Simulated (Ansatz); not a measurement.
Isolated molecules relaxed with PBE0-D4/def2-TZVP in Ansatz; ΔE leaves out vibrations. CCSD(T)/CBS adds triple-zeta CCSD(T) − MP2 to the extrapolated MP2 energy (def2 sets, frozen cores). This one scheme is used for every species. Functionals use def2-TZVPP. HSE06 is defined as in plane-wave codes. One conformer a species, not always the lowest.

Consider the ligand exchange at a B–C bond: `CBCC` + H–F → `CBF` + `CC`.

CCSD(T)/CBS gives -1.53 eV.

(1) Another level gave -1.49 eV. Which?
A. BHLYP-D4/def2-TZVPP
B. revPBE-D4/def2-TZVPP
C. r2SCANh-D4/def2-TZVPP
D. HSE06-D4/def2-TZVPP

Largest T1 diagnostic among the species: 0.012.

## Answers

(1) B. revPBE-D4 -1.49, r2SCANh-D4 -1.62, HSE06-D4 -1.54, BHLYP-D4 -1.67 eV.

At CCSD(T), def2-SVP lies −0.29 eV from the extrapolated value and def2-TZVPP −0.05 eV. In def2-TZVPP, CCSD(T) changes the Hartree–Fock value by +0.24 eV (the triples alone add +0.02 eV) and MP2 by +0.27 eV.
